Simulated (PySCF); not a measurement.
RbI, SMILES [Rb][I].

The structure is a stationary point at B3LYP-D3(BJ)/def2-TZVPD. The def2 effective core potentials stand for the cores of I, Rb; spin–orbit coupling is left out.

Calculation: TDDFT-B3LYP/def2-TZVPD run with PySCF.

Vertical excitations; the highest root listed may be one member of a degenerate set.  State labels are in the subgroup C2v.

Computed excitation energies, oscillator strengths and character:
```
state  symmetry  energy (eV)  λ (nm)      f                                   main pairs
-----  --------  -----------  ------  -----  -------------------------------------------
S1           B1         2.65     468  0.007                 HOMO−1→LUMO (degenerate set)
S2           B2         2.65     468  0.007                   HOMO→LUMO (degenerate set)
S3           A1         3.09     402  0.136                             HOMO−2→LUMO 99 %
S4           A1         4.20     295  0.000  HOMO−1→LUMO+1, HOMO→LUMO+2 (degenerate set)
S5           A2         4.20     295  0.000  HOMO→LUMO+1, HOMO−1→LUMO+2 (degenerate set)
S6           A2         4.22     294  0.000         HOMO−1→LUMO+2 49 %, HOMO→LUMO+1 49 %
S7           A1         4.23     293  0.012         HOMO→LUMO+2 49 %, HOMO−1→LUMO+1 49 %
S8           B1         4.35     285  0.045               HOMO−1→LUMO+3 (degenerate set)
S9           B2         4.35     285  0.045                 HOMO→LUMO+3 (degenerate set)
S10          B1         4.44     279  0.023                           HOMO−2→LUMO+1 99 %
T1           B1         2.61     474      0                 HOMO−1→LUMO (degenerate set)
T2           B2         2.61     474      0                   HOMO→LUMO (degenerate set)
T3           A1         2.86     434      0                             HOMO−2→LUMO 99 %
T4           A1         4.19     296      0         HOMO−1→LUMO+1 49 %, HOMO→LUMO+2 49 %
```
Triplets are in the Tamm–Dancoff approximation, which puts them higher than full response would, so one can lie above its singlet here.
